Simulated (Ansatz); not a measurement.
The cluster Cs₂I₂. The state is a singlet with charge 0. Geometry B3LYP-D4/def2-SVP, basis def2-TZVP, Ansatz.

```xyz
4

Cs   -2.3811   -0.7487   -0.3859
Cs    2.3807    0.7487    0.3858
I    -0.8633    2.3456    0.7769
I     0.8636   -2.3457   -0.7767
```

| run | HOMO (eV) | LUMO (eV) |
| --- | --- | --- |
| A | -6.70 | -0.58 |
| B | -5.84 | -0.87 |
| C | -4.98 | -1.21 |
| D | -7.91 | -0.37 |
| E | -7.02 | -0.47 |
| F | -5.04 | -0.72 |

In the def2 sets Cs, I take a core potential; there is no spin–orbit coupling. The structure comes from a short search, and lower isomers may exist.

Q: The runs used B97M-V, BHLYP, CAM-B3LYP, PBE0, r2SCAN, ωB97M-V. Estimate which is which.

A: A BHLYP (50 % exact exchange); B PBE0 (25 % exact exchange); C B97M-V (0 % exact exchange); D ωB97M-V (range-separated); E CAM-B3LYP (range-separated); F r2SCAN (0 % exact exchange). Exact exchange lowers occupied and raises empty levels; among semilocal functionals meta-GGAs tend to open the gap a little, and such runs are hard to tell apart. The gap grows from 3.77 eV (B97M-V) to 7.54 eV (ωB97M-V).
